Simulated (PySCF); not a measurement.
CH3Cl2NSi2, SMILES Cl[Si]1(Cl)C=N[SiH2]1. Heavy atoms are numbered as in [Cl:1][Si:2]1([Cl:3])[CH:4]=[N:5][SiH2:6]1. Hydrogens are named by the atom that carries them.

The structure is a stationary point at ωB97X-D3(BJ)/def2-SVP. This is a generated structure with no PubChem entry under its InChIKey; it may be hypothetical.

Method: PBE/pcSseg-1 run with PySCF.

GIAO shieldings, no solvent; atoms alike by connectivity are averaged. δ = σ(ref) − σ: ³⁵Cl against HCl (σ = 936.5 ppm); ²⁹Si against TMS (σ = 335.4 ppm); ¹³C against TMS (σ = 182.0 ppm); ¹⁵N against NH3 (σ = 267.0 ppm); ¹H against TMS (σ = 31.49 ppm), references at their B3LYP-D3(BJ)/def2-TZVP geometries, non-relativistic (without spin–orbit terms, shifts of atoms bonded to Cl or Br come out too high).

| atoms | nucleus | count | δ (ppm) |
|---|---|---|---|
| Cl1 | ³⁵Cl | 2 | 137.3 |
| Si6 (SiH2) | ²⁹Si | 1 | 26.1 |
| Si2 | ²⁹Si | 1 | 24.2 |
| C4 (CH) | ¹³C | 1 | [?] |
| N5 | ¹⁵N | 1 | [?] |
| H on C4 | ¹H | 1 | 10.19 |
| H on Si6 | ¹H | 2 | [?] |

Task: Complete the blanks. (An estimate is asked for; the answer gives what the named calculation found.)

Result: 
- H on Si6, δ (ppm): 6.07
- C4 (CH), δ (ppm): 222.6
- N5, δ (ppm): 515.3
